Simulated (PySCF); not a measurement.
C₃H₉FOSi. Atoms are numbered in the order given.

```xyz
15

C     -0.9919    -1.1784     0.9772
C     -0.6974    -0.0952    -0.0419
C     -1.8902     0.7897    -0.3329
F     -0.3662    -0.7725    -1.2697
Si     0.9501     0.8172     0.2897
O      2.1480    -0.3304     0.1167
H     -1.8271    -1.8095     0.6295
H     -0.1101    -1.8190     1.1336
H     -1.2695    -0.7338     1.9460
H     -1.6687     1.5011    -1.1431
H     -2.1731     1.3640     0.5641
H     -2.7565     0.1779    -0.6367
H      1.0500     1.3572     1.6742
H      1.0609     1.9299    -0.7035
H      1.9815    -0.9097    -0.6404
```
Charge 0, spin multiplicity 1.

The structure is a stationary point at r2SCAN-D4/def2-SVP. The structure was generated by enumeration, and PubChem lists no compound with its InChIKey, so it may never have been made. The values are those of a single conformer.

All values below come from KT2/pcSseg-1 (PySCF).

GIAO shieldings, no solvent; atoms listed in one row are averaged. δ = σ(ref) − σ: ¹³C against TMS (σ = 185.1 ppm); ¹⁹F against CFCl3 (σ = 127.1 ppm); ²⁹Si against TMS (σ = 361.9 ppm); ¹⁷O against H2O (σ = 330.4 ppm); ¹H against TMS (σ = 31.47 ppm), references at their B3LYP-D3(BJ)/def2-TZVP geometries, non-relativistic.

```
nucleus          atoms  count  δ (ppm)
-------  -------------  -----  -------
¹³C                 C2      1     97.5
¹³C             C1, C3      2     27.2
¹⁹F                 F4      1   -213.3
²⁹Si               Si5      1    -12.4
¹⁷O                 O6      1     13.1
¹H                 H14      1     5.29
¹H                 H13      1     5.09
¹H          H7, H8, H9      3     1.80
¹H       H10, H11, H12      3     1.69
¹H                 H15      1     1.41
```
